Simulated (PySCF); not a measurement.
**`InChI=1S/C3H14Si5/c1-2-6-7-8(5)3-4/h1,8H,3,6-7H2,4-5H3/t8-/m0/s1`**

Molfile (atoms numbered from 1):
```
C3H14Si5
     RDKit          3D

 22 21  0  0  0  0  0  0  0  0999 V2000
    3.9250    1.3277    1.3285 C   0  0  0  0  0  0  0  0  0  0  0  0
    3.6810    0.5302    0.4623 C   0  0  0  0  0  0  0  0  0  0  0  0
    3.2737   -0.6763   -0.8809 Si  0  0  0  0  0  4  0  0  0  0  0  0
    1.1232   -0.2453   -1.6272 Si  0  0  0  0  0  4  0  0  0  0  0  0
   -0.4943    0.0612    0.0300 Si  0  0  2  0  0  4  0  0  0  0  0  0
   -0.8123   -1.7569    1.4310 Si  0  0  0  0  0  4  0  0  0  0  0  0
   -2.1414    0.5525   -0.8206 C   0  0  0  0  0  0  0  0  0  0  0  0
   -3.5418    1.1741    0.2999 Si  0  0  0  0  0  4  0  0  0  0  0  0
    4.1507    2.0242    2.0850 H   0  0  0  0  0  0  0  0  0  0  0  0
    3.4163   -2.0099   -0.2767 H   0  0  0  0  0  0  0  0  0  0  0  0
    4.3568   -0.5384   -1.8657 H   0  0  0  0  0  0  0  0  0  0  0  0
    1.1653    0.8899   -2.5680 H   0  0  0  0  0  0  0  0  0  0  0  0
    0.7233   -1.3638   -2.5050 H   0  0  0  0  0  0  0  0  0  0  0  0
   -0.0991    1.2450    0.8274 H   0  0  0  0  0  0  0  0  0  0  0  0
    0.4633   -2.1554    2.0339 H   0  0  0  0  0  0  0  0  0  0  0  0
   -1.2987   -2.9295    0.6949 H   0  0  0  0  0  0  0  0  0  0  0  0
   -1.7515   -1.5582    2.5377 H   0  0  0  0  0  0  0  0  0  0  0  0
   -1.9276    1.3265   -1.5597 H   0  0  0  0  0  0  0  0  0  0  0  0
   -2.5026   -0.3063   -1.3897 H   0  0  0  0  0  0  0  0  0  0  0  0
   -3.9360    0.1145    1.2318 H   0  0  0  0  0  0  0  0  0  0  0  0
   -3.0836    2.3463    1.0478 H   0  0  0  0  0  0  0  0  0  0  0  0
   -4.7000    1.5508   -0.5175 H   0  0  0  0  0  0  0  0  0  0  0  0
  1  2  3  0
  2  3  1  0
  3  4  1  0
  4  5  1  0
  5  6  1  0
  5  7  1  0
  7  8  1  0
  1  9  1  0
  3 10  1  0
  3 11  1  0
  4 12  1  0
  4 13  1  0
  5 14  1  1
  6 15  1  0
  6 16  1  0
  6 17  1  0
  7 18  1  0
  7 19  1  0
  8 20  1  0
  8 21  1  0
  8 22  1  0
M  END
```

Level of theory: GIAO HF/def2-SVP magnetisability, rotational g tensor and spin-rotation constants, non-relativistic, gas phase in PySCF. Geometry: GFN2-xTB.

Question: Give the nuclear spin-rotation constants along the inertial axes (H = +C I·J) beside the isotropic shieldings.

Answer: Rotational constants 1.2142, 0.3579, 0.3449 GHz. A star marks the isotopologue with that one atom substituted, in its own axes.
```tsv
atom	isotope	Caa (kHz)	Cbb (kHz)	Ccc (kHz)	mean (kHz)	σ (ppm)
H9	1H	-0.141	-0.040	0.003	-0.059	30.2
H10	1H	-0.108	0.001	-0.024	-0.044	28.3
H11	1H	-0.006	-0.019	-0.034	-0.019	28.1
H12	1H	-0.118	0.009	-0.034	-0.048	29.0
H13	1H	-0.113	-0.038	0.008	-0.048	29.3
H14	1H	-0.115	-0.036	0.012	-0.046	28.5
H15	1H	-0.010	-0.020	-0.036	-0.022	29.0
H16	1H	-0.117	-0.035	0.009	-0.048	29.1
H17	1H	-0.040	-0.020	-0.026	-0.029	28.7
H18	1H	-0.130	-0.005	-0.043	-0.059	32.7
H19	1H	-0.130	-0.046	-0.005	-0.060	33.0
H20	1H	-0.101	0.005	-0.031	-0.042	28.5
H21	1H	-0.111	-0.036	0.012	-0.045	28.5
H22	1H	-0.026	-0.014	-0.032	-0.024	28.3
C1	13C*	0.410	0.115	0.026	0.183	99.4
C2	13C*	0.393	0.110	0.000	0.168	123.2
Si3	29Si*	-0.487	-0.145	-0.143	-0.259	535.3
Si4	29Si*	-0.464	-0.147	-0.142	-0.251	541.5
Si5	29Si*	-0.495	-0.154	-0.156	-0.268	518.4
Si6	29Si*	-0.503	-0.141	-0.139	-0.261	538.1
C7	13C*	0.110	0.022	0.018	0.050	216.5
Si8	29Si*	-0.511	-0.163	-0.150	-0.275	510.0
```
For the geometry as given, no vibrational averaging.
